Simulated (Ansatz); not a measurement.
C₁₄H₁₅IO₄S⁻, that is (4-methoxyphenyl)phenyliodonium mesylate with one electron more, relaxed as a doublet with UKS PBE-D4/def2-SVP in Ansatz, starting from the PBE-D4/def2-SVP geometry of the neutral singlet. Force threshold 0.03 eV/Å.

In the def2 sets I takes a core potential; there is no spin–orbit coupling. In the doublet geometry the species has come apart into loosely held pieces.

Start:

```xyz
35

C     1.827   -3.679   -0.031
O     0.679   -3.652   -0.891
C    -0.336   -2.846   -0.537
C    -0.392   -2.170    0.699
C    -1.402   -1.236    0.942
C    -2.356   -1.021   -0.057
I    -3.503    0.754    0.135
C    -2.003    2.051   -0.769
C    -2.366    2.793   -1.898
C    -1.344    3.525   -2.526
C    -0.025    3.460   -2.044
C     0.285    2.687   -0.916
C    -0.721    1.975   -0.234
C    -2.373   -1.722   -1.278
C    -1.366   -2.661   -1.498
H     1.601   -4.208    0.919
H     2.174   -2.653    0.214
H     2.606   -4.234   -0.586
H     0.412   -2.237    1.454
H    -1.326   -0.630    1.859
H    -3.393    2.804   -2.292
H    -1.585    4.126   -3.417
H     0.771    4.013   -2.566
H     1.312    2.572   -0.534
H    -0.441    1.407    0.681
H    -3.131   -1.528   -2.049
H    -1.318   -3.223   -2.441
C     2.818    1.196    2.943
S     1.643    0.202    1.983
O     1.880   -1.214    2.438
O     0.278    0.749    2.382
O     1.967    0.445    0.535
H     3.838    0.851    2.697
H     2.688    2.259    2.667
H     2.603    1.044    4.016
```

```
        step  energy (eV)  largest force component (eV/Å)  SCF passes
           1  -41832.4600                           3.745          69
           2  -41833.0730                           1.118          29
           3  -41833.2732                           0.683          30
           4  -41833.4386                           0.784          30
           5  -41833.5602                           0.665          27
           6  -41833.6241                           0.584          28
           7  -41833.6649                           0.470          28
           8  -41833.7021                           0.178          27
9 (rejected)  -41833.6762                           0.731          27
          10  -41833.7243                           0.090          24
          11  -41833.7363                           0.092          22
          13  -41833.7586                           0.133          25
          15  -41833.7707                           0.141          26
          17  -41833.7798                           0.202          25
          19  -41833.7931                           0.088          26
          21  -41833.8048                           0.138          26
          23  -41833.8171                           0.190          26
          25  -41833.8332                           0.191          26
          27  -41833.8427                           0.152          24
          29  -41833.8456                           0.021          22
          30  -41833.8461                           0.017          23
```

Force components are those of the run's own axes.

End:

```xyz
35

C     2.022   -2.660   -0.362
O     0.943   -2.592   -1.296
C    -0.218   -2.030   -0.871
C    -0.451   -1.601    0.452
C    -1.667   -0.988    0.784
C    -2.661   -0.838   -0.190
I    -4.510    0.088    0.316
C    -1.916    2.792   -0.371
C    -2.328    2.876   -1.693
C    -1.489    2.273   -2.656
C    -0.303    1.633   -2.253
C     0.061    1.580   -0.897
C    -0.770    2.168    0.085
C    -2.450   -1.274   -1.508
C    -1.230   -1.869   -1.844
H     1.778   -3.321    0.498
H     2.287   -1.658    0.041
H     2.876   -3.090   -0.921
H     0.319   -1.690    1.236
H    -1.791   -0.603    1.806
H    -3.266    3.371   -1.992
H    -1.773    2.301   -3.722
H     0.341    1.154   -3.006
H     0.979    1.074   -0.545
H    -0.468    2.067    1.144
H    -3.226   -1.136   -2.275
H    -1.027   -2.201   -2.873
C     3.117    0.907    3.423
S     1.877    0.147    2.319
O     1.864   -1.307    2.714
O     0.600    0.879    2.626
O     2.426    0.390    0.931
H     4.090    0.409    3.254
H     3.183    1.984    3.179
H     2.783    0.765    4.468
```

Bonds lost: I7–C8 (atoms count from 1). The end holds 3 separate pieces.

The force fell under the threshold at step 29, but the optimiser went on. No frequencies were taken in this run, so the end may be a saddle point.

It took 3.2 min on 2 threads of AMD EPYC 7R13 on a shared host and a share (18 GiB) of an NVIDIA H100 80GB HBM3.
